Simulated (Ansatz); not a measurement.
The cluster Mg₃S₄⁻. The state is a doublet with charge -1. Geometry B3LYP-D4/def2-SVPD, basis def2-TZVPD, Ansatz.

```xyz
7

Mg   -1.9925   -1.1760    2.4767
Mg   -0.1745   -0.4644   -1.0289
Mg    1.4133   -0.6726    1.6420
S    -0.0290    2.1403   -0.7980
S     1.7917    1.0381   -0.2668
S    -0.6578    1.2203   -2.6542
S    -0.3512   -2.0856    0.6292
```

| run | HOMO (eV) | LUMO (eV) |
| --- | --- | --- |
| A | -0.56 | 0.42 |
| B | -0.43 | 0.23 |
| C | -1.03 | 0.90 |
| D | -0.42 | 0.11 |

Another isomer (doublet) lies 2.33 eV lower at PBE0-D4/def2-TZVPD; other spin states weren't run for this one.

HOMO and LUMO are taken over both spins.

Task: The runs used B97M-V, PBE, PBE0, r2SCAN. Estimate which is which.

Result: A r2SCAN (0 % exact exchange); B PBE (0 % exact exchange); C PBE0 (25 % exact exchange); D B97M-V (0 % exact exchange). Exact exchange lowers occupied and raises empty levels; among semilocal functionals meta-GGAs tend to open the gap a little, and such runs are hard to tell apart. The gap grows from 0.52 eV (B97M-V) to 1.93 eV (PBE0).
